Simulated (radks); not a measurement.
Values are calculated unless marked as measured or tabulated.
Problem. These are the eigenvalues of the occupied orbitals of an atom or ion with whole-number occupations (eV). Level of theory: Dirac Kohn-Sham, BLYP, spin-unpolarised, spherical densities, finite nucleus; Fermi nuclear charge, rms radius of each element as measured or else 0.836 A^(1/3) + 0.57 fm (a radial shooting solver on a logarithmic mesh with Libxc functionals).

| orbital | eigenvalue |
|---|---|
| 1s1/2 | -6489.460 |
| 2s1/2 | -803.9164 |
| 2p1/2 | -697.2741 |
| 2p3/2 | -686.8386 |
| 3s1/2 | -142.1914 |
| 3p1/2 | -111.3451 |
| 3p3/2 | -109.9764 |
| 3d3/2 | -60.7460 |

Which element is it, and in what charge state? The configuration may be excited. Open shells, if any, fill j = l - 1/2 first.

Solution. Z = 25, manganese, charge +4: Mn4+ in [Ar] 3d3. The list shows which subshells hold electrons but not how many an open one holds; the 1s level, -238.48 hartree, gives Z - s = 21.8 by -(Z - s)^2/2, which with screening and relativity narrows Z to a few neighbours, and the depths of the outer levels then fix element, charge and occupations together.
